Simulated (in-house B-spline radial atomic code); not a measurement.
A fraction x of an electron is removed from 3d in the palladium ion Pd⁴⁺, starting from [Kr] 4d6 and keeping the highest spin. Computed with a B-spline radial code for spherical atoms: scalar-relativistic (X2C) revTPSS, spin-polarised, spherical fractional occupations, Fermi nucleus of rms radius 4.5318 fm.

```tsv
x	E(x) - E(0) (eV)	3d down level (eV)
0	0.0000	-384.393
0.04	15.4086	-386.036
0.16	62.0297	-390.988
0.34	?	?
0.47	185.2361	-403.928
0.5	197.3729	-405.191
0.58	229.9232	-408.570
0.68	?	?
0.81	325.0178	-418.359
0.88	354.4079	-421.360
1	405.2810	-426.529
```

(1) What belongs in the row x = 0.34?

(2) What belongs in the row x = 0.68?

(3) Check Janak's theorem between x = 0.04 and 0.16.

Answers

(1) An energy change of 133.0803 eV; 3d down at -398.475 eV.

(2) An energy change of 270.9921 eV; 3d down at -412.812 eV.

(3) The slope of the energy is 388.51 eV; the orbital levels give 388.51 eV (-ε of the emptying orbital, averaged over the two points).
